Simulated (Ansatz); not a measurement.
Isolated molecules relaxed with PBE0-D4/def2-TZVP in Ansatz; ΔE leaves out vibrations. CCSD(T)/CBS is the MP2 limit (def2-TZVPP, def2-QZVPP) plus CCSD(T) − MP2 in def2-TZVPP, frozen cores. Functionals use def2-TZVPP. For Br outer-core shells are correlated without core-valence functions, which leaves a few kJ/mol of doubt a bond. Scalar relativity is left out up to krypton. Each species was taken in one conformer, which may not be the lowest.

Reaction (isomerisation): `C[SiH](O)Br` → `OC[SiH2]Br`

`C[SiH](O)Br`:

Z-matrix (Å, degrees):
```
C
Si 1 1.852
H 1 1.092 2 110.4
H 1 1.093 2 110.0 3 119.8
H 1 1.092 2 111.1 3 -119.9
O 2 1.637 1 113.4 3 -177.9
Br 2 2.235 1 107.6 3 60.6
H 2 1.477 1 112.8 3 -57.9
H 6 0.958 2 118.4 1 -69.2
```

`OC[SiH2]Br`:

Cartesian coordinates in Å:
```
O -1.083 -1.210 -0.651
C -0.534 -0.582 0.491
Si 0.899 0.562 0.058
Br 0.116 1.962 -1.498
H -1.326 -0.526 -1.283
H -0.163 -1.378 1.145
H -1.293 -0.032 1.066
H 1.347 1.369 1.220
H 2.036 -0.166 -0.549
```

```tsv
level	ΔE (eV)
PBE-D4	2.12
CAM-B3LYP	2.25
```

Question: What does CCSD(T)/CBS give? (Best estimate.)

Answer: Computed: +2.29 eV. The listed levels differ from it by -0.17, -0.04 eV.

Largest T1 diagnostic among the species: 0.009.

Leaving LDA and LC-ωPBE aside and taking each functional with its dispersion term where it has one, the values, not all of them listed here, spread over 0.21 eV, from revPBE-D4 to r2SCAN0-D4. From BLYP to BHLYP (50 % exact exchange), in def2-TZVPP and without D4, ΔE moves by +0.14 eV. At CCSD(T), def2-SVP lies −0.29 eV from the extrapolated value and def2-TZVPP −0.03 eV.
